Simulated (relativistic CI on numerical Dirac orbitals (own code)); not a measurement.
Sensitivity of the levels of Ho30+ to α and to the nuclear radius

Computed by Dirac-Coulomb-Breit CI, separate exchange-only KLI orbitals for each configuration, derivatives by finite differences, unscaled Slater integrals, QED left out (own radial code, finite nucleus).

Configuration list (outside the closed core [Ar] 3d10): 4s²4p⁶4d, 4s²4p⁵4d², 4s²4p⁶4f, 4s4p⁶4d², 4s²4p⁵4d4f, 4s4p⁶4d4f. Double excitations out of closed p, d and f shells are left out; levels of such configurations are missing from the list, as are those of other unlisted configurations, and high levels can miss mixing partners.

With x = (α/α₀)² − 1 an excitation energy changes as ω = ω₀ + qx; K = 2q/ω₀ is the relative enhancement. Terms are leading LS components, so labels can repeat. The field-shift factor is F = δν/δ⟨r²⟩ for the transition from the lowest level.

Lowest level 4s²4p⁶4d ²D3/2.

```tsv
Level	ω₀ (cm⁻¹)	q (cm⁻¹)	K	F (GHz/fm²)
4s²4p⁶4d ²D5/2	87513	88180	2.02	1.67
4s²4p⁵4d² ⁴D°1/2	1020420	47740	0.0936	5.8
4s²4p⁵4d² ⁴D°3/2	1023646	39890	0.0779	5.63
4s²4p⁵4d² ⁴F°5/2	1046482	42160	0.0806	5.58
4s²4p⁵4d² ⁴G°7/2	1061110	38110	0.0718	4.9
4s²4p⁵4d² ⁴D°5/2	1095766	117600	0.215	6.83
4s²4p⁵4d² ⁴P°3/2	1106139	55140	0.0997	5.43
4s²4p⁵4d² ⁴D°7/2	1115774	127000	0.228	6.74
4s²4p⁵4d² ⁴G°9/2	1116150	121200	0.217	6.23
4s²4p⁵4d² ²D°3/2	1132829	123100	0.217	7.08
4s²4p⁵4d² ⁴P°5/2	1135549	125300	0.221	7.09
4s²4p⁵4d² ⁴G°11/2	1141139	132800	0.233	6.42
4s²4p⁵4d² ²G°7/2	1153540	120300	0.209	7.15
```

At this charge energies of transitions that change n are usually good to better than 1 %, and those within a shell (Δn = 0) to a few per cent.
